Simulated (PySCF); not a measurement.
**Diatomics with 37 electrons**

r²SCAN in PySCF with def2-SVPD on every atom, for the lowest determinant that a PBE0 search found; no spin–orbit coupling. All have 37 electrons, 7 of them in the valence shells, and the same state, a quartet (σ ↑, π ↑↑). For ions De leads to the atom and ion picked by measured ionisation energies and electron affinities.

| species | difference of nuclear charges | Re (Å) | ωe (cm⁻¹) | k (mdyn/Å) | De (eV) | dissociates to |
| --- | --- | --- | --- | --- | --- | --- |
| ZnC⁻ | 24 | 2.017 | 454 | 1.23 | n/a | Zn + C⁻ |
| GaB⁻ | 26 | 2.055 | 557 | 1.74 | n/a | Ga⁻ + B |
| ZnN | 23 | 1.984 | 422 | 1.21 | 0.88 | Zn + N |
| GaC | 25 | 1.997 | 553 | 1.84 | 3.49 | Ga + C |
| GeC⁺ | 26 | 1.917 | 695 | 2.94 | 3.59 | Ge⁺ + C |

**Question.** Which member of the whole set has the stiffest bond, and how does it compare with the softest?

**Answer.** GeC⁺ with k = 2.94 mdyn/Å, 2.4 times that of ZnN.

Spin–orbit coupling is left out. For an ion De counts to the pair picked by the measured ionisation energies or electron affinities, which need not be the lowest pair at this level. The highest Kohn–Sham level is positive in some of these anions. Much of that is self-interaction error, but it also means that the finite basis helps to hold the extra electron. States were picked by a PBE0 search and need not be the measured ground states.
